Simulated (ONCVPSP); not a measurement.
**Reading a pseudo-wave (silicon)**

Columns: radius, all-electron u(r) and pseudo u(r) of the 2s shell (level -139.13 eV) of silicon in the configuration [He] 2s2 2p6 3s2 3p2; PBEsol, scalar-relativistic, ONCV scheme, ONCVPSP 4.0.1.

```tsv
r (bohr)	all-electron	pseudo
0.042	-0.6023	0.1802
0.085	-0.5481	0.3614
0.128	-0.2227	0.5358
0.170	0.1625	0.6967
0.212	0.5244	0.8449
0.255	0.8319	0.9801
0.298	1.0647	1.0951
0.340	1.2227	1.1853
0.382	1.3202	1.2514
0.425	1.3684	1.2932
0.467	1.3760	1.3096
0.510	1.3531	1.3027
0.552	1.3086	1.2750
0.595	1.2475	1.2285
0.638	1.1760	1.1672
0.680	1.1003	1.0971
0.722	1.0219	1.0211
0.765	0.9415	0.9413
0.807	0.8644	0.8642
0.850	0.7883	0.7881
0.892	0.7176	0.7174
0.935	0.6494	0.6493
0.977	0.5874	0.5873
1.020	0.5285	0.5284
1.062	0.4756	0.4755
1.105	0.4260	0.4259
```

**Question.** How many radial nodes do the two functions have?

**Answer.** The all-electron 2s function has n − l − 1 = 1; the pseudo-wave has 0, since the states of the same l below it are removed with the core.

**Question.** At about which radius was the pseudo-wave matched?

**Answer.** 0.80 bohr, where the columns begin to agree (steps of 0.04 bohr).

**Question.** Is the pseudo-wave norm-conserving?

**Answer.** Yes: the ONCV scheme keeps the norm inside the radius equal to the all-electron one, which fixes the energy derivative of the logarithmic derivative at the level.
